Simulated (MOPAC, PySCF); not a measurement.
Ligand exchange on a metal centre used in film growth or etching (Ti Cl-OH). All species are isolated molecules in the gas phase. One relaxed conformer stands for each flexible species; it need not be the lowest.

Quantity: redistribution energy (mixed species minus the weighted end members), in kcal/mol. Semi-empirical values (MOPAC) are differences of heats of formation.

Level 1: B3LYP-D3(BJ)/def2-TZVP // BP86-D3(BJ)/def2-SVP (PySCF)
Level 2: PBE-D3(BJ)/def2-TZVP // BP86-D3(BJ)/def2-SVP (PySCF)
Level 3: B3LYP/6-311+G** (LANL2DZ on Ti) // BP86-D3(BJ)/def2-SVP (PySCF)
Level 4: PM6 // BP86-D3(BJ)/def2-SVP (MOPAC)

| species | level 1 | level 2 | level 3 | level 4 |
|---|---|---|---|---|
| 2 of 4 Cl replaced by OH: [Ti(Cl)2(OH)2] | -2.50 | -1.89 | -4.20 | -22.5 |
| 3 of 4 Cl replaced by OH: [Ti(Cl)(OH)3] | -3.02 | -2.78 | -3.50 | -8.47 |
| 1 of 4 Cl replaced by OH: [Ti(Cl)3(OH)] | -1.90 | -1.46 | -3.20 | -18.1 |
